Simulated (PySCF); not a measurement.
SMILES CCF (C2H5F), singlet (PBE0/def2-SVP optimised geometry):

```
8

C      0.797    -0.129     0.000
C     -0.709    -0.129     0.000
F     -1.186     1.159     0.000
H      1.183    -1.159     0.003
H      1.186     0.383    -0.892
H      1.186     0.388     0.890
H     -1.107    -0.645    -0.892
H     -1.107    -0.644     0.892
```

Computed with PBE0/def2-TZVP (PySCF 2.14.0).

**Question.** What are the frontier orbital energies and the dipole moment?

**Answer.** HOMO-2 -11.04 eV, HOMO-1 -9.60 eV, HOMO -9.29 eV, LUMO 1.42 eV, LUMO+1 2.34 eV; dipole moment 1.81 D.

Meta-Löwdin charges at PBE0/def2-TZVP: C1 -0.35, C2 0.10, F3 -0.33, H4 0.12, H5 0.12, H6 0.12, H7 0.11, H8 0.11.
